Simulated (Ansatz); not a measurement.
`B[SiH2][SiH2][SiH2]Cl`, charge 0, multiplicity 1.

Question: Give a relaxed structure at PBE0-D4/def2-TZVP (the Gaussian-basis code of Ansatz). (An estimate is asked.)

Answer: Ansatz gave: 
Z-matrix (Å, degrees):
```
B
Cl 1 2.097
Si 1 2.017 2 102.9
H 1 1.201 2 101.3 3 -119.4
H 1 1.199 2 98.6 3 121.4
Si 2 2.142 1 102.3 3 55.8
Si 3 2.348 1 103.8 2 -47.8
H 3 1.491 1 114.3 2 -165.7
H 3 1.492 1 115.7 2 67.9
H 6 1.484 2 102.1 1 -162.7
H 6 1.483 2 103.4 1 83.7
H 7 1.488 3 118.5 1 138.1
H 7 1.488 3 115.2 1 -90.3
```
This is one stationary point; other conformers may exist.
